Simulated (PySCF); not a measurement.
Polarisability and C₆ of Ne²⁺ (neon, charge +2)

[He] 2s2 2p4, high-spin 3P determinant. Computed with PySCF 2.14 in def2-QZVPPD, with the non-relativistic Hamiltonian (point nucleus). Coupled (time-dependent) response in atomic units; α is the mean over directions.

```csv
method,mean α (bohr³),"α xx, yy, zz",C₆ (like pair),S(−4)
UHF,0.8254,"0.8994, 0.6773, 0.8994",1.026,0.3593
PBE,0.8662,"0.9317, 0.7352, 0.9317",1.099,0.3919
PBE0,0.8513,"0.9188, 0.7163, 0.9188",1.073,0.3778
B97-3,0.8466,"0.9136, 0.7126, 0.9136",1.066,0.3716
```

S(−4) is the Cauchy moment in α(ω) = α(0) + S(−4) ω² + …

α(iu) at UHF:

```csv
u (hartree),α(iu) (bohr³)
0,0.8254
0.0500,0.8245
0.100,0.8218
0.200,0.8115
0.300,0.7953
0.500,0.7510
0.750,0.6856
1.00,0.6202
1.50,0.5046
2.00,0.4120
3.00,0.2818
5.00,0.1489
```

For an ion, C₆ is the dispersion term alone; charge-induced terms of lower order in 1/R come first.

The components differ because the open shell of this determinant is not spherical; for a pure term their mean is the scalar polarisability.
